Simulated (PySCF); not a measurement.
# How the method changes the shape and vibrations of B2ClH2O cation

These are calculations, not measurements. The program is PySCF 2.14.0, an open-source quantum chemistry code, run on an isolated molecule that a program drew, which may never have been made. The molecule is B2ClH2O cation (charge +1, singlet), drawn as the SMILES string `[BH+]OBCl`.

The geometry was optimised and harmonic frequencies were computed with HF and MP2, all in the cc-pV(D+d)Z basis, for the commonest isotopes, with a restricted reference for singlets and an unrestricted one otherwise, and a frozen core in MP2. Each result is a local minimum of its method.

Geometry at the HF minimum:
```xyz
6
B2ClH2O cation, angstrom
B    -0.5203    1.3306   -1.2796
O    -1.2273    0.4696   -0.7907
B    -2.0844   -0.5629   -0.1975
Cl   -3.5462   -0.0295    0.4778
H     0.1611    2.1565   -1.7502
H    -1.6525   -1.6564   -0.2599
```

Lengths of the bonds as drawn, in Å (atoms numbered as above):
| bond | HF | MP2 |
|---|---|---|
| B1-O2 | 1.217 | 1.234 |
| O2-B3 | 1.467 | 1.502 |
| B3-Cl4 | 1.696 | 1.685 |
| B1-H5 | 1.170 | 1.178 |
| B3-H6 | 1.177 | 1.187 |

Rotational constants, in GHz:
| constant | HF | MP2 |
|---|---|---|
| A | 32.06 | 33.38 |
| B | 3.034 | 2.946 |
| C | 2.772 | 2.707 |

Harmonic frequencies in cm^-1, each column in rising order, so a row needn't be the same motion in every method:
| rank | HF | MP2 |
|---|---|---|
| 1 | 99 | 101 |
| 2 | 151 | 136 |
| 3 | 389 | 367 |
| 4 | 789 | 720 |
| 5 | 826 | 758 |
| 6 | 832 | 767 |
| 7 | 875 | 826 |
| 8 | 969 | 963 |
| 9 | 1182 | ? |
| 10 | 1855 | 1773 |
| 11 | 2920 | 2838 |
| 12 | 3020 | 2936 |

**Estimate the missing MP2 frequency from the HF column.**

A single factor s that minimises the squared misfit of MP2 against s times HF over the other rows is sum(HF x MP2) / sum(HF^2) = 0.9652, with an rms misfit of 25 cm^-1. For rank 9 it gives 0.9652 x 1182 = 1141 cm^-1. The calculation gives 1135 cm^-1, 6 cm^-1 below the estimate. The drawn bonds are on average 0.9 % longer in MP2 than in HF.
